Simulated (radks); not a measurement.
Effect of the nuclear size on the copper ion Cu2+, [Ar] 3d9. All-electron calculation, Dirac Kohn-Sham, BLYP, spin-unpolarised, spherical densities, finite nucleus; open shells are shared between the two j in proportion to 2j + 1; Fermi nuclear charge, rms radius 3.8823 fm. Program: a radial shooting solver on a logarithmic mesh with Libxc functionals. The rms radius is varied about that value; shifts are against it.

rms radius (fm)  total energy shift (eV)  density at nucleus (e/bohr^3)  1s1/2 shift (meV)  2s1/2 shift (meV)  3s1/2 shift (meV)  4s1/2 (empty) shift (meV)
3.1796                           -0.0646                      2.243e+04              -27.5              -2.60             -0.392                     -0.036
3.63                             -0.0246                      2.228e+04              -10.5             -0.991             -0.149                     -0.014
3.8823                                 0                       2.22e+04              0.000              0.000              0.000                      0.000
4.2356                            0.0371                       2.21e+04               15.8               1.49              0.225                      0.021
4.7675                            0.0987                      2.196e+04               42.0               3.98              0.598                      0.056

Slopes of the eigenvalues against <r^2> in GHz/fm^2, as finite differences over the two radii next to the reference (eigenvalue slopes, not the field-shift constants of lines): 1s1/2 1330, 2s1/2 126, 3s1/2 19.0, 4s1/2 (empty) 1.76.
